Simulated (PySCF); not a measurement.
**Core-level binding energies of Cl3Si(SH)**

Compound: Cl3Si(SH), Cl₃HSSi.
SMILES with atom numbers: `[SH:1][Si:2]([Cl:3])([Cl:4])[Cl:5]`

Cartesian coordinates in Å at the PBE0-D3(BJ)/def2-SVP level; atoms count from 1:
```
atom  x, y, z in Å
S1     1.440   -0.544   -0.862
Si2   -0.420   -0.004   -0.019
Cl3   -0.591    2.020    0.234
Cl4   -1.845   -0.651   -1.326
Cl5   -0.729   -0.873    1.809
H6     2.150    0.056    0.121
```

Computed with PySCF 2.14.0, delta-SCF UKS SCAN, pcX-2 on the ionised atom, pcseg-1 elsewhere, spin-free X2C. Each binding energy is the total energy of the core-ionised species, with the hole localised on one atom, minus that of the ground state; both are solved self-consistently, so orbital relaxation is included.

Task: What binding energy does each computed site have?

Result: 
| atom(s) | environment | level | binding energy (eV) | 2p1/2 (eV) | count |
| --- | --- | --- | --- | --- | --- |
| Cl3/Cl4/Cl5 | silicon-bound chlorine | Cl 1s | 2829.27 | – | 3 |
| S1 | sulfur bonded to Si and H | S 1s | 2478.12 | – | 1 |
| Si2 | chlorine-bound silicon | Si 1s | 1850.05 | – | 1 |
| Cl3/Cl4/Cl5 | silicon-bound chlorine | Cl 2p3/2 | 206.69 | 208.35 | 3 |
| Si2 | chlorine-bound silicon | Si 2p3/2 | 109.85 | 110.48 | 1 |

Task: Which photon energy gives electrons from Cl 2p3/2 of Cl3/Cl4/Cl5 a kinetic energy of 20 eV, and what is their de Broglie wavelength?

Result: hν = 206.69 + 20 = 226.69 eV, recoil neglected; λ = 12.264 Å/√(E/eV) = 2.74 Å.

Topologically equivalent atoms share the value of their first member; where this conformer doesn't relate them by symmetry, their own values could differ. Not every level is listed. Spin–orbit coupling isn't in the SCF: each 2p doublet comes from a relaxed spin-free hole plus a matrix of the shell (mean-field spin–orbit coupling and the ground-state 2p splitting), with 2p3/2 averaged over its two sublevels. 2p1/2 minus 2p3/2 (ligand field included): Si 0.63 eV, Cl 1.65 eV. Isolated species at its PBE0-D3(BJ)/def2-SVP geometry, gas phase.
